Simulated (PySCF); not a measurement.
Which level of theory gave which numbers?

Species: C5H9B.
SMILES with atom numbers: `[CH2:1]=[CH:2][BH:3][C:4](=[CH2:5])[CH3:6]` (hydrogens: H7, H8 on C1; H9 on C2; H10 on B3; H11, H12 on C5; H13, H14, H15 on C6)

Geometry (PBE0-D3(BJ)/def2-SVP, Å), atoms numbered from 1 in this order:
```xyz
15
C5H9B angstrom
C      2.8464    0.0407   -0.6848
C      1.6116   -0.3042   -0.2772
B      0.3524    0.3601   -0.8864
C     -1.1032    0.0065   -0.4665
C     -2.1063    0.6665   -1.0807
C     -1.3844   -1.0313    0.5852
H      2.9897    0.8032   -1.4589
H      3.7570   -0.4117   -0.2749
H      1.5327   -1.0745    0.5015
H      0.5153    1.2066   -1.7425
H     -1.8957    1.4205   -1.8451
H     -3.1629    0.4823   -0.8470
H     -2.4617   -1.1636    0.7678
H     -0.9664   -2.0100    0.2972
H     -0.9084   -0.7634    1.5429
```

The closed-shell ground state was solved 3 times with PySCF (density fitting, gas phase), always in the pcJ-1 basis (252 functions), with these functionals: B97-2, KT2 and PBE0.

| row | total energy (Eh) | HOMO (eV) | LUMO (eV) | dipole (D) |
| --- | --- | --- | --- | --- |
| P | -224.8013 | -6.50 | -2.91 | 0.66 |
| Q | -220.4768 | -7.53 | -2.03 | 0.60 |
| R | -220.6852 | -7.27 | -2.03 | 0.60 |

**Question.** Which functional belongs to which row?

**Answer.** P = KT2, Q = PBE0, R = B97-2. By rising HOMO–LUMO gap: KT2 (GGA) 3.59 eV; B97-2 (global hybrid, 21 % exact exchange) 5.24 eV; PBE0 (global hybrid, 25 % exact exchange) 5.50 eV. Total energies of different functionals aren't bounds to one another; each is stationary for its own functional.

One conformer stands for the species.
